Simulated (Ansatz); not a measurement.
A made-up structure of CH5Sn (charge -1), closed shell:

```
7
angstrom
C -0.6180 -1.2608 0.3269
Sn 0.1390 0.6303 -0.0907
H -0.6324 -1.8444 -0.6070
H 0.0675 -1.7635 1.0272
H -0.8832 1.5298 -1.1899
H -1.3342 -0.7279 0.8985
H 1.7306 1.0552 -0.7942
```

It is relaxed with PBE-D4/def2-SVPD and then PBE0-D4/def2-TZVPD (Ansatz 0.2.0). Atoms count as bonded within 1.22 times the sum of their covalent radii (H–H: 0.88 Å). The end point is not checked to be a true minimum.

(1) Does its bonding change? (A judgement: the text doesn't fix the answer.)

## Answers

(1) By the calculation: No: no bond forms or breaks.

Where it ends: The first stage lowers the energy by 1.76 eV in 8 steps. It ends as CH₅Sn ([CH3][SnH2]), total charge -1:
```
7
angstrom
C -0.5182 -1.0951 0.3458
Sn 0.2076 1.0294 0.1818
H -0.5560 -1.5928 -0.6267
H 0.1485 -1.6605 1.0052
H -0.8715 1.4287 -1.2076
H -1.5206 -1.1065 0.7863
H 1.5793 0.6156 -0.9141
```

Labels in which every atom is bracketed show which atoms are joined, not bond orders.

For scale, one of the runs: PBE0-D4/def2-TZVPD relaxation, 138 basis functions, launched by `ansatz run in.yaml --threads 2 --pin off --events-out ev --progress --plain --max-ram 4352MiB`. The run took about 13 s on 2 CPU threads of an Arm Neoverse V2 (shared host).
